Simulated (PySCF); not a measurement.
## From computed data to an observable: dipole moment from atomic charges

Sn(F)(Cl)(OH)2 (ClFH2O2Sn), SMILES [OH][Sn]([OH])([F])[Cl]. Atoms are numbered in the order given.

```xyz
7

O      0.4130     1.9606     0.4141
Sn    -0.1398     0.1123     0.1234
O     -1.9804     0.0956    -0.5448
F     -0.1478    -0.8726     1.7785
Cl     1.3888    -0.9392    -1.2547
H     -0.3490     2.5186     0.6199
H     -2.4010    -0.7653    -0.4209
```

Geometry optimised at PBE0-D3(BJ)/def2-SVP. The structure was generated by enumeration; whether it is a known compound was not checked. The def2 effective core potentials stand for the cores of Sn; spin–orbit coupling is left out. One conformer was computed; it need not be the lowest.

Charges (e) from PBE/def2-TZVP (PySCF):

| atom | Mulliken | ESP fit |
|---|---|---|
| O1 | -0.589 | -0.576 |
| Sn2 | 1.250 | 0.825 |
| O3 | -0.591 | -0.615 |
| F4 | -0.419 | -0.318 |
| Cl5 | -0.297 | -0.142 |
| H6 | 0.323 | 0.422 |
| H7 | 0.323 | 0.403 |

The dipole moment of the full density is 1.90 D.

Task: What dipole moment does each set of point charges give, and which comes closer to that of the density?

Result: 
μ = Σ q r, and 1 e Å = 4.8032 D.
Mulliken: Σ q r = (-0.486, 0.140, -0.076) e Å, |μ| = 2.46 D.
ESP fit: Σ q r = (-0.400, 0.070, -0.097) e Å, |μ| = 2.01 D.
ESP fit comes closer in size. Point charges leave out the atoms' own dipoles (lone pairs, polarised bonds); fits to the potential absorb them, partitions of the density don't.
